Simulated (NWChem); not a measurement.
A series in which one site is exchanged, each optimised at PBE0/def2-SVP with NWChem, gas phase unless a solvent is named. This build's default masses of Se (78.918 u) and Br (79.917 u) are each other's, which moves their modes by up to 0.6 %. Some are not confirmed as minima by frequencies. def2 effective core potentials on Sn; no spin-orbit coupling.

A: C(F)Br (CH2BrF; site = C)
B: [F][GeH2][Br] (GeH$_{2}$BrF; site = Ge)
C: [Br][SnH2][F] (SnH2BrF; site = Sn)
D: F[SiH2]Br (SiH$_{2}$BrF; site = Si)

Values for A:

```
Property                                              Result
----------------------------------------------------  ------
dipole (D), PBE0/def2-SVP                               1.77
orbital gap (eV), PBE0/def2-SVP                         8.25
static polarisability, B3LYP/def2-SVPD (bohr³)          37.9
lowest singlet excitation, B3LYP/def2-SVPD, TDA (eV)    6.10
```

Question: How do these values change for the other members?

Answer: 
| change from A | B | C | D |
|---|---|---|---|
| dipole (D), PBE0/def2-SVP | +0.40 | +1.15 | -0.30 |
| orbital gap (eV), PBE0/def2-SVP | -0.11 | -1.11 | +0.63 |
| static polarisability, B3LYP/def2-SVPD (bohr³) | +14.6 | +23.9 | +10.2 |
| lowest singlet excitation, B3LYP/def2-SVPD, TDA (eV) | +0.04 | -0.73 | +0.79 |
